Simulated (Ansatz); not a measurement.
Caution, from a PySCF single point (PBE0-D3(BJ)/def2-TZVP) at this geometry: the restricted solution is unstable towards spin-unrestricted or complex orbitals, so a lower solution exists and this singlet may not be the ground state. This singlet is an excited state, 0.62 eV above the relaxed triplet at the level frozen-core CCSD(T)/cc-pVTZ // PBE0-D3(BJ)/def2-TZVP (Ansatz, an electronic-structure program).

Computed with PBE0-D3(BJ)/def2-TZVP (Ansatz). No frequencies were computed at this level.

Ansatz 0.2 input:
```yaml
crystal:
  periodic: [false, false, false]
  atoms:
    - { symbol: F, position_ang: [2.48134, -0.071673, -0.056996] }
    - { symbol: C, position_ang: [1.197032, -0.315554, -0.034861] }
    - { symbol: Al, position_ang: [-0.685614, 0.087662, 0.018116] }
    - { symbol: H, position_ang: [-1.405543, 1.45995, 0.091344] }
    - { symbol: H, position_ang: [-1.587215, -1.160385, -0.017602] }
basis:
  gaussian: { orbitals: def2-tzvp }
hamiltonian:
  xc: pbe0
  dispersion: d3bj
relax:
  max_steps: 150
```

Output:

```
Functional definition: PBE0
703 factors; their error is unknown
mean field evaluation 1: about -10372.0410 eV, gradient 1.9e1 eV
mean field evaluation 2: about -10371.9788 eV, gradient 1.8e1 eV
mean field evaluation 4: about -10372.9040 eV, gradient 7.4e-1 eV
mean field evaluation 8: about -10372.9279 eV, gradient 3.0e-2 eV
mean field evaluation 16: about -10372.9279 eV, gradient 1.5e-4 eV
mean field -10372.92792842 eV, -381.1980703465 hartree, gradient 3.0e-5 eV, S^2 0.000000; 2 other end points of the search recorded, 0 dependent functions left out
reference -10372.92795613 eV, -381.1980713647 hartree; 15, 15 occupied and 96, 96 virtual orbitals, 703 factors
relax step   1: F+E_penalty+E_count = -10372.97863095 eV  Δ(F+E_penalty+E_count) = +0.000e0 eV  max|allowed force component| = 1.944e0 eV/Å  Δτ_max = 0.0000 Å  (67 SCF iters, accepted)
these checks for a lower state are left out or cut short: starts, cluster_reference, orbital_swaps, neighbouring_geometries, increment
703 factors; their error is unknown
mean field evaluation 32: about -10373.2768 eV, gradient 1.6e-5 eV
mean field -10373.27677165 eV, -381.2108900988 hartree, gradient 1.6e-5 eV, S^2 0.000000; 0 other end points of the search recorded, 0 dependent functions left out
reference -10373.27679933 eV, -381.2108911157 hartree; 15, 15 occupied and 96, 96 virtual orbitals, 703 factors
relax step   2: F+E_penalty+E_count = -10373.32791802 eV  Δ(F+E_penalty+E_count) = -3.493e-1 eV  max|allowed force component| = 1.158e0 eV/Å  Δτ_max = 0.1949 Å  (36 SCF iters, accepted)
these checks for a lower state are left out or cut short: starts, cluster_reference, orbital_swaps, neighbouring_geometries, increment
703 factors; their error is unknown
mean field -10373.36104882 eV, -381.2139872275 hartree, gradient 1.2e-5 eV, S^2 0.000000; 0 other end points of the search recorded, 0 dependent functions left out
reference -10373.36107634 eV, -381.2139882387 hartree; 15, 15 occupied and 96, 96 virtual orbitals, 703 factors
relax step   3: F+E_penalty+E_count = -10373.41280449 eV  Δ(F+E_penalty+E_count) = -8.489e-2 eV  max|allowed force component| = 2.823e-1 eV/Å  Δτ_max = 0.1225 Å  (35 SCF iters, accepted)
these checks for a lower state are left out or cut short: starts, cluster_reference, orbital_swaps, neighbouring_geometries, increment
703 factors; their error is unknown
mean field -10373.36648364 eV, -381.2141869533 hartree, gradient 1.3e-5 eV, S^2 0.000000; 0 other end points of the search recorded, 0 dependent functions left out
reference -10373.36651105 eV, -381.2141879606 hartree; 15, 15 occupied and 96, 96 virtual orbitals, 703 factors
relax step   4: F+E_penalty+E_count = -10373.41819413 eV  Δ(F+E_penalty+E_count) = -5.390e-3 eV  max|allowed force component| = 6.071e-2 eV/Å  Δτ_max = 0.0339 Å  (37 SCF iters, accepted)
these checks for a lower state are left out or cut short: starts, cluster_reference, orbital_swaps, neighbouring_geometries, increment
703 factors; their error is unknown
mean field -10373.36989977 eV, -381.2143124940 hartree, gradient 1.3e-5 eV, S^2 0.000000; 0 other end points of the search recorded, 0 dependent functions left out
reference -10373.36992709 eV, -381.2143134980 hartree; 15, 15 occupied and 96, 96 virtual orbitals, 703 factors
relax step   5: F+E_penalty+E_count = -10373.42155711 eV  Δ(F+E_penalty+E_count) = -3.363e-3 eV  max|allowed force component| = 7.135e-2 eV/Å  Δτ_max = 0.0422 Å  (37 SCF iters, accepted)
these checks for a lower state are left out or cut short: starts, cluster_reference, orbital_swaps, neighbouring_geometries, increment
703 factors; their error is unknown
mean field -10373.36583266 eV, -381.2141630302 hartree, gradient 2.0e-5 eV, S^2 0.000000; 0 other end points of the search recorded, 0 dependent functions left out
reference -10373.36585995 eV, -381.2141640334 hartree; 15, 15 occupied and 96, 96 virtual orbitals, 703 factors
relax step   6: F+E_penalty+E_count = -10373.41759399 eV  Δ(F+E_penalty+E_count) = +3.963e-3 eV  max|allowed force component| = 5.184e-1 eV/Å  Δτ_max = 0.0472 Å  (34 SCF iters, rejected (line search))
these checks for a lower state are left out or cut short: starts, cluster_reference, orbital_swaps, neighbouring_geometries, increment
703 factors; their error is unknown
mean field evaluation 64: about -10373.3730 eV, gradient 5.9e-5 eV
mean field -10373.37300080 eV, -381.2144264547 hartree, gradient 2.1e-5 eV, S^2 0.000000; 0 other end points of the search recorded, 0 dependent functions left out
reference -10373.37302804 eV, -381.2144274559 hartree; 15, 15 occupied and 96, 96 virtual orbitals, 703 factors
relax step   7: F+E_penalty+E_count = -10373.42468817 eV  Δ(F+E_penalty+E_count) = -3.131e-3 eV  max|allowed force component| = 7.605e-2 eV/Å  Δτ_max = 0.0236 Å  (32 SCF iters, accepted)
these checks for a lower state are left out or cut short: starts, cluster_reference, orbital_swaps, neighbouring_geometries, increment
703 factors; their error is unknown
mean field -10373.38019827 eV, -381.2146909567 hartree, gradient 1.5e-5 eV, S^2 0.000000; 0 other end points of the search recorded, 0 dependent functions left out
reference -10373.38022583 eV, -381.2146919695 hartree; 15, 15 occupied and 96, 96 virtual orbitals, 703 factors
relax step   8: F+E_penalty+E_count = -10373.43196057 eV  Δ(F+E_penalty+E_count) = -7.272e-3 eV  max|allowed force component| = 7.166e-1 eV/Å  Δτ_max = 0.0974 Å  (39 SCF iters, accepted)
these checks for a lower state are left out or cut short: starts, cluster_reference, orbital_swaps, neighbouring_geometries, increment
703 factors; their error is unknown
mean field -10373.38508792 eV, -381.2148706479 hartree, gradient 1.6e-5 eV, S^2 0.000000; 0 other end points of the search recorded, 0 dependent functions left out
reference -10373.38511563 eV, -381.2148716664 hartree; 15, 15 occupied and 96, 96 virtual orbitals, 703 factors
relax step   9: F+E_penalty+E_count = -10373.43678061 eV  Δ(F+E_penalty+E_count) = -4.820e-3 eV  max|allowed force component| = 3.038e-1 eV/Å  Δτ_max = 0.0235 Å  (37 SCF iters, accepted)
these checks for a lower state are left out or cut short: starts, cluster_reference, orbital_swaps, neighbouring_geometries, increment
703 factors; their error is unknown
mean field -10373.39023285 eV, -381.2150597207 hartree, gradient 1.4e-5 eV, S^2 0.000000; 0 other end points of the search recorded, 0 dependent functions left out
reference -10373.39026087 eV, -381.2150607505 hartree; 15, 15 occupied and 96, 96 virtual orbitals, 703 factors
relax step  10: F+E_penalty+E_count = -10373.44190615 eV  Δ(F+E_penalty+E_count) = -5.126e-3 eV  max|allowed force component| = 8.297e-2 eV/Å  Δτ_max = 0.0687 Å  (36 SCF iters, accepted)
these checks for a lower state are left out or cut short: starts, cluster_reference, orbital_swaps, neighbouring_geometries, increment
703 factors; their error is unknown
mean field evaluation 96: about -10373.3904 eV, gradient 1.5e-5 eV
mean field -10373.39043915 eV, -381.2150673020 hartree, gradient 1.5e-5 eV, S^2 0.000000; 0 other end points of the search recorded, 0 dependent functions left out
reference -10373.39046717 eV, -381.2150683319 hartree; 15, 15 occupied and 96, 96 virtual orbitals, 703 factors
relax step  11: F+E_penalty+E_count = -10373.44208588 eV  Δ(F+E_penalty+E_count) = -1.797e-4 eV  max|allowed force component| = 1.373e-2 eV/Å  Δτ_max = 0.0102 Å  (36 SCF iters, accepted)
these checks for a lower state are left out or cut short: starts, cluster_reference, orbital_swaps, neighbouring_geometries, increment
703 factors; their error is unknown
mean field -10373.39043969 eV, -381.2150673219 hartree, gradient 1.4e-5 eV, S^2 0.000000; 0 other end points of the search recorded, 0 dependent functions left out
reference -10373.39046771 eV, -381.2150683517 hartree; 15, 15 occupied and 96, 96 virtual orbitals, 703 factors
relax step  12: F+E_penalty+E_count = -10373.44209373 eV  Δ(F+E_penalty+E_count) = -7.859e-6 eV  max|allowed force component| = 6.346e-3 eV/Å  Δτ_max = 0.0017 Å  (37 SCF iters, accepted)
703 factors; their error is unknown
mean field -10373.39043969 eV, -381.2150673219 hartree, gradient 6.4e-5 eV, S^2 0.000000; 1 other end points of the search recorded, 0 dependent functions left out
reference -10373.39046771 eV, -381.2150683517 hartree; 15, 15 occupied and 96, 96 virtual orbitals, 703 factors
Total energy: -10373.44212176 eV, -381.2169666029 hartree
Atom 0 at     2.321183    -0.185633    -0.211625 Å, force     0.006346    -0.000378    -0.000924 eV/Å
Atom 1 at     1.133154    -0.105924     0.242624 Å, force    -0.002277     0.000105     0.001096 eV/Å
Atom 2 at    -0.717130     0.066047    -0.126904 Å, force     0.000068    -0.000002    -0.002181 eV/Å
Atom 3 at    -1.249513     1.535113     0.111675 Å, force    -0.001698     0.003445     0.001146 eV/Å
Atom 4 at    -1.487693    -1.309604    -0.015768 Å, force    -0.002439    -0.003170     0.000863 eV/Å
Dipole moment:     0.017657     0.009379    -0.240200 e Å
```

Cost: very roughly 24 core-seconds.
